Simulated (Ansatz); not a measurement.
Ansatz (a first-principles code) input (CAM-B3LYP/def2-TZVPD):

Ansatz 0.2 input:
```yaml
crystal:
  periodic: [false, false, false]
  atoms:
    - {symbol: Cd, position_ang: [0.00000000, 0.00000000, 0.00000000]}
    - {symbol: Cl, position_ang: [-0.00000000, -0.00000000, -2.28505610]}
    - {symbol: Cl, position_ang: [0.00000000, 0.00000000, 2.28505610]}
basis:
  gaussian:
    orbitals: def2-TZVPD
hamiltonian:
  xc: {name: CAM-B3LYP}
output: {forces: true}
```

Output:

```
Functional definition: CAM-B3LYP
integrals: 0.07 GiB planned
977 factors; their error is unknown
integrals: 0.10 GiB planned
217 factors; integrals over basis functions are off by at most 6.8e-5 eV
mean field: 0.60 GiB planned
mean field evaluation 1: about -29611.7793 eV, gradient 2.8e1 eV
mean field evaluation 2: about -29611.5431 eV, gradient 3.5e1 eV
mean field evaluation 4: about -29613.7677 eV, gradient 7.8e-1 eV
mean field evaluation 8: about -29613.8641 eV, gradient 2.2e-1 eV
mean field evaluation 16: about -29613.8642 eV, gradient 9.2e-6 eV
mean field -29613.86415012 eV, -1088.2894345187 hartree, gradient 9.2e-6 eV, S^2 0.000000; 0 other end points of the search recorded, 0 dependent functions left out
the calculation of the forces begins
reference -29613.86427678 eV, -1088.2894391735 hartree; 27, 27 occupied and 105, 105 virtual orbitals, 977 factors
Total energy: -29613.86427678 eV, -1088.2894391735 hartree
Atom 0 at     0.000000     0.000000     0.000000 Å, force     0.000000    -0.000000    -0.000000 eV/Å
Atom 1 at    -0.000000    -0.000000    -2.285056 Å, force     0.000000     0.000000     0.248343 eV/Å
Atom 2 at     0.000000     0.000000     2.285056 Å, force    -0.000000    -0.000000    -0.248343 eV/Å
Dipole moment:    -0.000000    -0.000000    -0.000000 e Å
```
